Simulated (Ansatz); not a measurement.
**How methods differ on SnH3O2 (SMILES [OH][SnH][OH])**

SnH3O2 has 6 atoms, charge 0, and is taken as a doublet. SMILES: `[OH][SnH][OH]`. Geometry: optimised at B3LYP/def2-SVP. This is one conformer, not always the lowest.

| atom | x (Å) | y (Å) | z (Å) |
| --- | --- | --- | --- |
| O | -1.3064 | -0.6930 | -0.2417 |
| Sn | 0.4129 | 0.2846 | -0.6493 |
| O | 1.4153 | -0.0107 | 1.0594 |
| H | -1.8866 | -0.7833 | -1.0116 |
| H | 0.1449 | 2.0352 | -0.6235 |
| H | 1.2618 | -0.8967 | 1.4207 |

Quantity: the dissociation energy of the H4–O1 bond into doublet H and singlet SnH2O2 (shapes relaxed at B3LYP/def2-SVP, no zero-point term), in eV. The values are calculated.

| level | kind | program | value (eV) | CPU time (all runs) |
| --- | --- | --- | --- | --- |
| UHF/def2-TZVP (core potential) | Hartree–Fock | Ansatz | 4.03 | 4.2 s |
| USVWN5/def2-TZVP (core potential) | LDA | Ansatz | 3.94 | 3.8 s |
| UBLYP/def2-TZVP (core potential) | GGA | Ansatz | 3.59 | 8 s |
| UPBE/def2-TZVP (core potential) | GGA | Ansatz | 3.57 | 7.5 s |
| U-r2SCAN/def2-TZVP (core potential) | meta-GGA | Ansatz | 3.84 | 17 s |
| UB3LYP/def2-TZVP (core potential) | global hybrid | Ansatz | 3.85 | 9.1 s |
| U-wB97M-V/def2-TZVP (core potential) | range-separated hybrid | Ansatz | 3.94 | 39 s |
| UB2PLYP/def2-TZVP (core potential) | double hybrid | Ansatz | 3.60 | 20 s |
| RPA@PBE/def2-TZVP (core potential) | RPA | Ansatz | 3.48 | 18 s |

Spin-orbit coupling, which can split open shells on such heavy atoms by tenths of an eV, is left out. The values span 3.48 to 4.03 eV. A fragment with an even electron count was run as a singlet and may have a lower triplet. Measured bond enthalpies also hold zero-point and thermal terms, a few tenths of an eV less. CPU times are rough (shared hosts, several kinds of processor and program).
